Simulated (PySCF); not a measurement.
F$_{5}$V, charge -1, doublet, geometry from GFN2-xTB (such geometries of metal compounds can be far from the true shape) (the multiplicity is a formal guess) (in this run its highest filled SCF level lies above zero, so its values depend strongly on the basis, on diffuse functions most of all), with bond 6-1 at 1.3 times its length. Base run: PBE/STO-3G (PySCF).

Geometry (Å):
```xyz
6

V     -0.0440     0.0166     0.0572
F      1.1507    -0.7072     1.2251
F     -1.2734     0.7536    -1.0657
F      0.3089     1.5306     0.6492
F      1.0214    -0.3861    -1.3271
F     -1.4106    -1.6084     0.4670
```
Charge -1, spin multiplicity 2.
Orbitals are unrestricted.
All else is at PySCF's defaults.
Base energy -1425.56436 Eh.

The base run was repeated with changes; each row names its change, and settings that it needs were set with it.

```
change                            ΔE vs base (µEh)  SCF cycles  <S^2>               outcome
--------------------------------  ----------------  ----------  -----  --------------------
base                                           0.0          14  0.755             converged
conv_tol_grad = 1e-7                           0.0          21  0.755             converged
solver = newton                                0.0           -  0.755             converged
solver = newton; init_guess = 1e              6702           -  0.754  another SCF solution
diis_space = 12                                0.0          13  0.755             converged
conv_tol = 1e-7                                0.0          12  0.755             converged
init_guess = mod_huckel                        0.0          18  0.755             converged
conv_tol = 1e-6                                0.6          11  0.755             converged
diis_space = 2                                   -          50      -         not converged
DIIS = ADIIS                                   0.0          31  0.755             converged
diis_space = 4                                 0.0          21  0.755             converged
damp = 0.5; diis_start_cycle = 5               0.0          30  0.755             converged
conv_tol_grad = 1e-3                           0.0          14  0.755             converged
```

A guess, shift, damping, solver or small numerical setting can't move a converged solution much, so rows marked as another SCF solution ended in a different state.

Open shells are given as the SCF converged; they aren't shown to be the lowest states, and a large step between rows can be another state.
